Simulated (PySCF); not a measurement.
**Question.** Give a PBE0-D3(BJ)/def2-SVP geometry of InChI=1S/C10H14/c1-3-5-10(4-2)7-8-6-9(8)10/h3-4,8-9H,1-2,5-7H2/t8-,9-,10+/m1/s1.

**Answer.** 
```xyz
24
C10H14 angstrom
C      3.2760   -0.0048    0.2562
C      2.0503   -0.4780    0.4832
C      1.0134   -0.7398   -0.5600
C     -0.2769    0.0567   -0.3275
C     -0.0126    1.5242   -0.4899
C     -0.3831    2.5107    0.3264
C     -1.5127   -0.3709   -1.1990
C     -2.2954   -0.6540    0.0748
C     -1.6006   -1.7012    0.8790
C     -1.0875   -0.2968    0.9253
H      3.9829    0.1710    1.0712
H      3.6193    0.2252   -0.7581
H      1.7452   -0.6898    1.5163
H      1.4111   -0.5058   -1.5624
H      0.7648   -1.8151   -0.5670
H      0.5345    1.7801   -1.4072
H     -0.1500    3.5521    0.0906
H     -0.9304    2.3261    1.2542
H     -1.9101    0.4689   -1.7850
H     -1.3549   -1.2337   -1.8679
H     -3.3430   -0.3928    0.2424
H     -2.1232   -2.0240    1.7833
H     -1.0374   -2.4998    0.3825
H     -1.0534    0.2586    1.8656
```

Orientation and origin are arbitrary. Atoms count from 1 in this order. The 11 C–C bonds span 1.333 Å (C5=C6, drawn double) to 1.572 Å (C4–C7, drawn single), a spread of 0.239 Å. The 4-membered ring C4–C7–C8–C10 has internal angles of 88.5° to 91.0° (sum 360°, against 360° for a flat polygon); it is almost planar, 0.01 Å rms from its mean plane, widest ring torsion 2°. The 3-membered ring C8–C9–C10 has internal angles of 59.3° to 61.1°. Of the pairs four or more bonds apart, H15···H23 is among the closest relative to their van der Waals radii: 2.15 Å, 90 % of the sum of Bondi's values.

Bonds between heavy atoms (Å): C1=C2 1.333, C2–C3 1.494, C3–C4 1.534, C4–C5 1.500, C5=C6 1.333, C4–C7 1.572, C7–C8 1.522, C8–C9 1.492, C9–C10 1.496, C4–C10 1.533, C8–C10 1.520.

Method used: PySCF 2.14.0, PBE0-D3(BJ)/def2-SVP geometry optimisation, gas phase.

Point group: C1 (no symmetry element, even within 0.4 Å). PBE0-D3(BJ)/def2-SVP frequencies: not computed here. The numbers are those of one conformer (C1–C2–C3–C4 -121°, C2–C3–C4–C5 66°, C3–C4–C5–C6 -132°).

The run took 5.1 min on Arm Neoverse V1, one thread, on a shared host. This is the geometry optimisation.
